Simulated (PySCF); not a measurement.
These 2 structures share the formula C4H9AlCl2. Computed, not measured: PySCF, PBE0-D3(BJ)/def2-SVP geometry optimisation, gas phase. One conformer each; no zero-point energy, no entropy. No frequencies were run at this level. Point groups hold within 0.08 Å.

Question: Order them by energy at this level, lowest first, and give relative energies in kcal/mol.
A. AlCl2(tBu) (`C[C]([Al]([Cl])[Cl])(C)C`)
B. AlCl2(iBu), `CC(C)[CH2][Al]([Cl])[Cl]`

Answer: B (0.0), A (4.0).

```tsv
SMILES	E (Eh)	E rel (kcal/mol)	dipole (D)	point group	A, B, C (MHz)
CC(C)[CH2][Al]([Cl])[Cl]	-1319.75953	0.0	2.65	near Cs	1563, 1017, 697.3
C[C](C)(C)[Al]([Cl])[Cl]	-1319.75308	4.0	2.19	C1	1510, 1126, 751.4
```

Question: How do the relative energies change in single points at B3LYP/pcSseg-1 (pcSseg-2 on Al) (no added dispersion term) on the same geometries?

Answer: 
```csv
SMILES,PBE0-D3(BJ)/def2-SVP (kcal/mol),B3LYP/pcSseg-1 (pcSseg-2 on Al) (kcal/mol),shift
CC(C)[CH2][Al]([Cl])[Cl],0.0,0.0,0.0
C[C](C)(C)[Al]([Cl])[Cl],4.0,3.8,-0.2
```

Each column counts from its own lowest isomer. The order is unchanged; the largest shift is 0.2 kcal/mol.
